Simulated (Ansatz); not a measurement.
Species: sum formula HSiO₂ (charge +1, singlet). It need not be the lowest isomer of its formula. 
Coordinates optimised at B3LYP-D3(BJ)/def2-TZVP (Ansatz, an electronic-structure program):
```xyz
4

O     -1.4452     0.0952    -0.0815
Si     0.0876     0.0091    -0.0012
O      1.5614    -0.1989     0.1274
H     -2.1558     0.7013    -0.3512
```
Charge +1, spin multiplicity 1.

Wanted: vertical ionisation energy (to the doublet state of charge +2; each state is the SCF solution reached for its spin), in eV. Cores are frozen in the correlated levels unless marked. UHF or UKS for open shells. Spin-orbit coupling is left out. Non-relativistic. Basis-set limits of correlation are two-point, X^-3; Hartree-Fock from the larger set. The bracket is a focal-point correction in the basis named.

```csv
level,program,vertical ionisation energy (eV)
HF/aug-cc-pV(D+d)Z,Ansatz,17.52
HF/aug-cc-pV(T+d)Z,Ansatz,17.40
HF/aug-cc-pV(Q+d)Z,Ansatz,17.40
SVWN5/def2-TZVPD,Ansatz,19.87
```

Question: Predict the RI-MP2/CBS(aug-cc-pV(T+d)Z,aug-cc-pV(Q+d)Z)+[CCSD(T)-MP2]/aug-cc-pV(T+d)Z result (Ansatz).

Answer: 19.64 eV
